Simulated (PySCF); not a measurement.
Problem. What does the PBE0-D3(BJ)/def2-TZVP structure of `C(F)([SiH3])F` (H3SiCHF2) look like in three dimensions?

Solution. 
```xyz
8
CH4F2Si angstrom
F     -1.161    0.873   -1.232
C     -0.861   -0.151   -0.379
F     -0.840   -1.301   -1.116
Si     0.852    0.146    0.436
H     -1.692   -0.237    0.331
H      1.105   -0.959    1.393
H      0.797    1.442    1.156
H      1.879    0.172   -0.632
```

Orientation and origin are arbitrary. Atoms count from 1 in this order. Si4 (SiH3 silicon) is tetrahedral (angles from 108.0° to 111.1°).

Bonds between heavy atoms (Å): F1–C2 1.366, C2–F3 1.366, C2–Si4 1.920.

Theory: PySCF, PBE0-D3(BJ)/def2-TZVP geometry optimisation, gas phase.

PBE0-D3(BJ)/def2-TZVP frequencies: not computed here.


Question: What does the GFN2-xTB structure of InChI=1S/H7PSi2/c2-1-3/h1H,2-3H3 look like in three dimensions?

Answer: 
Z-matrix in Å and degrees, rows numbered from 1:
```
Si
P   1  2.2288
Si  2  2.2289  1  102.90
H   1  1.4613  2  106.69  3   -77.68
H   1  1.4618  2  106.76  3   163.28
H   1  1.4662  2  113.40  3    42.86
H   2  1.3789  1   95.72  3   -97.10
H   3  1.4612  2  106.67  1    77.80
H   3  1.4661  2  113.40  1   -42.72
H   3  1.4617  2  106.66  1  -163.17
```

Si1 (SiH3 silicon) is distorted tetrahedral (angles from 106.7° to 113.4°). P2 (three-coordinate phosphorus) is pyramidal (angles 102.9°, 95.7° and 95.6°, sum 294.2°, 0.90 Å off the plane of its three neighbours).

The geometry is computed with GFN2-xTB (gas phase).

Point group: Cs (every atom within 0.08 Å of its image). Not checked by GFN2-xTB frequencies.


Question: Write Cartesian coordinates for `F[BH2-][SbH3+]` as optimised with PBE0-D3(BJ)/def2-SVP.

Answer: 
```xyz
8
BFH5Sb angstrom
F      2.2752    0.4843   -1.4681
B      1.8253    0.1192   -0.2622
Sb    -0.8900    0.1378   -0.5559
H      1.8314   -1.0637    0.0092
H      1.7566    0.9744    0.5969
H     -1.8091    1.5318   -0.9123
H     -1.8273   -0.8851   -1.5517
H     -1.7641   -0.2293    0.8622
```

Any rigid rotation of these coordinates is as good. Atoms count from 1 in this order. B2 (four-coordinate boron) has angles from 90.9° to 121.9°. Sb3 (antimony bonded to B and 3 H) has angles from 94.1° to 127.2°.

Bonds between heavy atoms (Å): F1–B2 1.338, B2–Sb3 2.731.

Computed with PySCF 2.14.0, PBE0-D3(BJ)/def2-SVP geometry optimisation, gas phase, def2 core potentials past Kr.

Not checked by PBE0-D3(BJ)/def2-SVP frequencies.
